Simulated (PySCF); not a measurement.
Molecule: SMILES CC(C)(C)C(N)=O, C5H11NO.

Geometry:
```tsv
atom	x (Å)	y (Å)	z (Å)
C1	-0.192	0.296	1.421
C2	-0.382	0.034	-0.079
C3	-1.793	-0.484	-0.337
C4	-0.150	1.324	-0.874
C5	0.617	-1.045	-0.537
N6	1.931	-0.727	-0.396
O7	0.265	-2.114	-0.993
H8	0.800	0.712	1.652
H9	-0.943	1.020	1.775
H10	-0.314	-0.630	2.003
H11	-2.535	0.262	-0.015
H12	-1.973	-1.421	0.207
H13	-1.945	-0.696	-1.405
H14	0.843	1.761	-0.688
H15	-0.243	1.146	-1.956
H16	-0.899	2.081	-0.590
H17	2.619	-1.412	-0.681
H18	2.243	0.153	-0.017
```

Geometry PBE0-D3(BJ)/def2-SVP throughout; GIAO in PySCF 2.14, gas phase, one conformer, non-relativistic; equivalent atoms averaged; functional PBE0.

Problem. How do the shifts δ (against TMS, NH3, H2O at the same level) depend on the basis set? (ppm; last column core-seconds on shared hosts with different chips, so compare them loosely)

Solution. 
| basis set | functions | C5 | C2 | C1/C3/C4 | N6 | O7 | H18 | H17 | H8/H9/H10/H11/H12/H13/H14/H15/H16 | core-s |
| --- | --- | --- | --- | --- | --- | --- | --- | --- | --- | --- |
| STO-3G | 46 | 110.2 | 37.1 | 25.8 | 55.8 | 393.1 | 4.15 | 3.91 | 0.93 | 4.8 |
| pcSseg-0 | 85 | 185.9 | 38.2 | 31.9 | 104.1 | 464.8 | 4.09 | 3.45 | 1.31 | 8.8 |
| 6-31G | 85 | 167.7 | 37.9 | 29.3 | 87.9 | 395.4 | 4.52 | 3.89 | 1.24 | 10 |
| 6-31G* | 120 | 162.4 | 35.5 | 27.9 | 87.1 | 366.3 | 4.17 | 3.74 | 1.10 | 14 |
| cc-pVDZ | 153 | 168.3 | 40.1 | 29.5 | 97.5 | 393.3 | 4.37 | 3.90 | 0.99 | 20 |
| def2-SVP | 153 | 168.5 | 35.5 | 28.6 | 96.5 | 395.9 | 4.38 | 3.85 | 0.95 | 19 |
| pcSseg-1 | 174 | 178.0 | 38.0 | 29.6 | 109.0 | 424.4 | 4.71 | 4.30 | 1.06 | 22 |
| 6-311+G(2d,p) | 255 | 177.5 | 40.0 | 28.6 | 103.0 | 400.3 | 4.61 | 4.29 | 1.05 | 38 |
| aug-cc-pVDZ | 260 | 173.0 | 40.9 | 28.0 | 96.4 | 382.5 | 4.97 | 4.51 | 1.14 | 43 |
| def2-TZVP | 283 | 178.6 | 40.2 | 29.4 | 105.0 | 408.1 | 4.69 | 4.23 | 1.05 | 50 |

Problem. Which nucleus moves most, in ppm?

Solution. O7 (amide-type carbonyl oxygen): from 366.3 ppm with 6-31G* to 464.8 ppm with pcSseg-0. The smallest spread is 0.38 ppm, at H8/H9/H10/H11/H12/H13/H14/H15/H16. Proton shifts span only some 12 ppm, so a few tenths of a ppm matter as much there as several ppm in carbon.

Problem. Taking the largest basis, def2-TZVP (283 functions), as the yardstick, rank the others by their worst heavy-atom deviation.

Solution. 6-311+G(2d,p) 7.8 ppm (255 functions), def2-SVP 12.3 ppm (153 functions), cc-pVDZ 14.8 ppm (153 functions), pcSseg-1 16.3 ppm (174 functions), 6-31G 17.1 ppm (85 functions), aug-cc-pVDZ 25.6 ppm (260 functions), 6-31G* 41.9 ppm (120 functions), pcSseg-0 56.7 ppm (85 functions), STO-3G 68.5 ppm (46 functions).

A small basis that lands close on one nucleus may do so by chance; judge by the trend and by all nuclei.
